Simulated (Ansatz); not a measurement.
`[F][Ge]([F])([Cl])[I]`, charge 0, multiplicity 1.

Give a relaxed structure at PBE0-D4/def2-TZVP (Ansatz). (Estimate.)

Computed: 
Cartesian coordinates in Å:
```
F 0.692 1.448 -0.723
Ge 0.062 0.052 0.038
F 0.074 0.408 1.711
Cl 1.404 -1.537 -0.300
I -2.232 -0.371 -0.726
```
Point group Cs.
